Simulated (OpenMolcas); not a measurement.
Ag2+ with its 6 nearest fluoride ions at 2.215 Å, on the Cd site of idealised cubic KCdF3 (a = 4.302 Å, distance in the model lattice 2.151 Å). The rest of the host is ab initio model potentials to 7.6 Å, with orthogonalisation functions on the cations behind the ligands, and point charges beyond; the distance is set by hand and nothing relaxes. Ligand basis ANO-RCC-VDZP.
```
Ag    0.0000    0.0000    0.0000
F     2.2150    0.0000    0.0000
F     0.0000    2.2150    0.0000
F    -2.2150    0.0000    0.0000
F     0.0000   -2.2150    0.0000
F     0.0000    0.0000    2.2150
F     0.0000    0.0000   -2.2150
```

```json
{"Program": "OpenMolcas 26.06", "Method": "CASSCF", "Basis": "ANO-RCC-VTZP [7s6p4d2f1g]", "Scalar Hamiltonian": "DKH2, point nucleus", "Active space": "9 electrons in 5 orbitals (4d)", "State averaging": "2S+1 = 2 even, 5 roots", "Spin-orbit coupling": "RASSI with atomic mean-field integrals over the reference wave functions"}
```

Task: What is the spin-free ground state (labels of O, the rotations of Oh)?

Result: 2E, 2-fold in its orbital part, 100 % from free-ion D terms; it has the highest spin that d9 allows.

Task: Where is the first state of the same spin?

Result: 2T2 at 9230 cm-1 above the ground state.

Task: What are the lowest two levels with spin-orbit coupling?

Result: A 4-fold level Γ8, then a 2-fold level Γ7 7931 cm-1 above it. Their leading multiplicities are 2 (100 %) and 2 (100 %).

Task: What is χT at 300 K, and how does it compare with the textbook value?

Result: The lowest level has 2S+1 = 2, for which the spin-only value is χT = S(S+1) / 2 = 0.375 cm3 K/mol (g = 2). The computed 0.637 at 300 K differs by +0.262, through orbital momentum, spin-orbit coupling and any other state in reach.

Task: Which ligand-field parameters describe the states?

Result: The gap between the two states is 10Dq = 9229 cm-1. 

An orbital doublet at a regular site is open to a Jahn-Teller distortion, which this geometry leaves out. With metal d orbitals alone the field can be off either way by tens of per cent. Ligand-to-metal charge-transfer states are missing. No measured value stands beside these numbers; the geometry was set by hand and not optimised.
